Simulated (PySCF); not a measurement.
Computed properties of B(Cl)(F)(OAc) (C2H3BClFO2), SMILES B(OC(C)=O)(Cl)F

C₂H₃BClFO₂, SMILES CC(=O)OB(F)Cl. The structure is a stationary point at ωB97X-D3(BJ)/def2-SVP. The values are those of a single conformer. All values are computed for the isolated molecule unless a solvent is named; none is compared with measurement here.

**Structure.** All 24 harmonic modes at ωB97X-D3(BJ)/def2-SVP (PySCF) are real, so it is a minimum. With heavy atoms numbered as in [B:1]([Cl:2])([F:3])[O:4][C:5]([CH3:6])=[O:7], the shortest bond between them is C5–O7 at 1.193 Å and the longest B1–Cl2 at 1.750 Å.

**Vibrations.** The strongest infrared lines (harmonic, unscaled, degenerate partners summed) lie at 1274 cm⁻¹ (615 km/mol, B 30 %, O 30 %, C 23 %, H 9 %), 1433 cm⁻¹ (497 km/mol, B 69 %, F 14 %, O 10 %), 1940 cm⁻¹ (259 km/mol, C 63 %, O 36 %). The softest mode is at 44 cm⁻¹ and the zero-point energy is 38.2 kcal/mol.

**Electronic structure.** PBE0/def2-TZVP (PySCF) places the frontier levels at -8.68 and -0.89 eV, a gap of 7.79 eV, and gives a dipole moment of 2.80 D and a mean polarisability of 53.4 bohr³. PBE/def2-TZVP (PySCF) at the same geometry gives -6.98 and -2.00 eV, so its gap is 2.81 eV narrower. An orbital gap is neither the optical nor the fundamental gap.

**Excitations.** TDA-CAM-B3LYP/def2-SVPD (PySCF) has S1 at 5.62 eV (221 nm, f = 0.001, dark); the most intense of the 10 singlets computed lies at 8.85 eV (f = 0.10). T1 (TDA) is at 5.05 eV, 0.57 eV under S1. TDA-PBE/def2-SVPD (PySCF) puts S1 at 5.14 eV. No vertical singlet excitation falls in the visible range (under 3.1 eV).

**NMR.** GIAO shifts at B3LYP/pcSseg-1 (PySCF) (non-relativistic, atoms alike by connectivity averaged): ¹³C from 26.0 to 174.1 ppm against TMS; ¹H at 2.4 ppm against TMS; ¹⁹F at -74.3 ppm against CFCl3; ¹¹B at 12.3 ppm against BF3. Without spin–orbit terms, shifts of atoms bonded to Cl or Br come out too high.
